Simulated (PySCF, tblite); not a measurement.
Bond stretch in BeF₂, SMILES [F][Be][F]. The Be1–F3 bond (Be1 also carries F; F3 carries nothing else) is varied alone, starting from the PBE0/def2-TZVP optimised geometry.

- RCCSD(T) = PySCF with CCSD(T) on RHF/cc-pVDZ, 2 core orbitals frozen
- UCCSD = CCSD on UHF/cc-pVDZ, 2 core orbitals frozen run with PySCF
- RKS-B3LYP = restricted B3LYP/cc-pVDZ in PySCF
- GFN2-xTB, 300 K electronic temperature (tblite)
- UKS-B3LYP = unrestricted B3LYP/cc-pVDZ (PySCF)

Energies are in kJ/mol, each relative to the lowest point of its own curve near equilibrium.

```json
[
 {"R / Å": "1.05", "RCCSD(T)": "458.0", "UCCSD": "456.1", "RKS-B3LYP": "436.7", "GFN2-xTB": "?", "UKS-B3LYP": "436.7"},
 {"R / Å": "1.10", "RCCSD(T)": "305.0", "UCCSD": "303.3", "RKS-B3LYP": "287.2", "GFN2-xTB": "?", "UKS-B3LYP": "287.2"},
 {"R / Å": "1.16", "RCCSD(T)": "176.3", "UCCSD": "174.8", "RKS-B3LYP": "162.3", "GFN2-xTB": "119.9", "UKS-B3LYP": "162.3"},
 {"R / Å": "1.25", "RCCSD(T)": "62.2", "UCCSD": "61.2", "RKS-B3LYP": "53.8", "GFN2-xTB": "?", "UKS-B3LYP": "53.8"},
 {"R / Å": "1.31", "RCCSD(T)": "22.8", "UCCSD": "22.2", "RKS-B3LYP": "17.7", "GFN2-xTB": "6.2", "UKS-B3LYP": "17.7"},
 {"R / Å": "1.35", "RCCSD(T)": "8.3", "UCCSD": "7.9", "RKS-B3LYP": "5.3", "GFN2-xTB": "0.4", "UKS-B3LYP": "5.3"},
 {"R / Å": "1.38", "RCCSD(T)": "2.4", "UCCSD": "2.2", "RKS-B3LYP": "0.7", "GFN2-xTB": "0.0", "UKS-B3LYP": "0.7"},
 {"R / Å": "1.42", "RCCSD(T)": "0.0", "UCCSD": "0.0", "RKS-B3LYP": "0.0", "GFN2-xTB": "3.4", "UKS-B3LYP": "0.0"},
 {"R / Å": "1.45", "RCCSD(T)": "1.7", "UCCSD": "1.8", "RKS-B3LYP": "2.8", "GFN2-xTB": "8.4", "UKS-B3LYP": "2.8"},
 {"R / Å": "1.51", "RCCSD(T)": "12.1", "UCCSD": "12.7", "RKS-B3LYP": "15.1", "GFN2-xTB": "22.6", "UKS-B3LYP": "15.1"},
 {"R / Å": "1.61", "RCCSD(T)": "44.8", "UCCSD": "46.0", "RKS-B3LYP": "49.9", "GFN2-xTB": "54.3", "UKS-B3LYP": "49.9"},
 {"R / Å": "1.71", "RCCSD(T)": "89.2", "UCCSD": "91.0", "RKS-B3LYP": "95.2", "GFN2-xTB": "90.4", "UKS-B3LYP": "95.2"},
 {"R / Å": "1.86", "RCCSD(T)": "165.4", "UCCSD": "168.2", "RKS-B3LYP": "171.3", "GFN2-xTB": "145.8", "UKS-B3LYP": "171.3"},
 {"R / Å": "2.05", "RCCSD(T)": "264.1", "UCCSD": "268.4", "RKS-B3LYP": "268.2", "GFN2-xTB": "211.5", "UKS-B3LYP": "268.2"},
 {"R / Å": "2.26", "RCCSD(T)": "364.3", "UCCSD": "370.9", "RKS-B3LYP": "366.2", "GFN2-xTB": "275.4", "UKS-B3LYP": "366.2"},
 {"R / Å": "2.49", "RCCSD(T)": "456.2", "UCCSD": "467.0", "RKS-B3LYP": "458.4", "GFN2-xTB": "?", "UKS-B3LYP": "458.4"},
 {"R / Å": "2.75", "RCCSD(T)": "532.4", "UCCSD": "551.1", "RKS-B3LYP": "543.3", "GFN2-xTB": "387.6", "UKS-B3LYP": "535.7"},
 {"R / Å": "3.02", "RCCSD(T)": "574.9", "UCCSD": "604.3", "RKS-B3LYP": "612.4", "GFN2-xTB": "?", "UKS-B3LYP": "584.5"},
 {"R / Å": "3.39", "RCCSD(T)": "562.9", "UCCSD": "631.9", "RKS-B3LYP": "682.4", "GFN2-xTB": "472.6", "UKS-B3LYP": "624.1"},
 {"R / Å": "3.74", "RCCSD(T)": "486.3", "UCCSD": "639.4", "RKS-B3LYP": "729.0", "GFN2-xTB": "499.3", "UKS-B3LYP": "645.8"},
 {"R / Å": "4.12", "RCCSD(T)": "381.4", "UCCSD": "642.1", "RKS-B3LYP": "?", "GFN2-xTB": "—", "UKS-B3LYP": "659.7"},
 {"R / Å": "4.78", "RCCSD(T)": "260.8", "UCCSD": "643.6", "RKS-B3LYP": "801.0", "GFN2-xTB": "—", "UKS-B3LYP": "671.7"}
]
```

### Question
Complete the blanks.

### Answer

- 1.05, GFN2-xTB: 388.2
- 1.10, GFN2-xTB: 237.0
- 1.25, GFN2-xTB: 30.2
- 2.49, GFN2-xTB: 334.1
- 3.02, GFN2-xTB: 430.5
- 4.12, RKS-B3LYP: 764.1

A dash means that the run gave no value there, or that the column was ended at a point which the program doubted or which failed a test of continuity chosen for this set; such a test can also cut sound points.

The T1 diagnostic of CCSD on the restricted reference of RCCSD(T) exceeds 0.045 at 2.75 to 4.78 Å. The unrestricted determinant behind UCCSD is spin-contaminated at 2.26 to 4.78 Å (<S²> up to 1.0, against 0.00 for a pure singlet). At the longest distance RKS-B3LYP, UKS-B3LYP leaves fractional charges on the fragments, a sign of delocalisation error or of the restricted form. The restricted form behind RKS-B3LYP keeps the bonding electrons paired and can't separate into open-shell fragments. The unrestricted determinant behind UKS-B3LYP is spin-contaminated at 2.75 to 4.78 Å (<S²> up to 0.9, against 0.00 for a pure singlet).
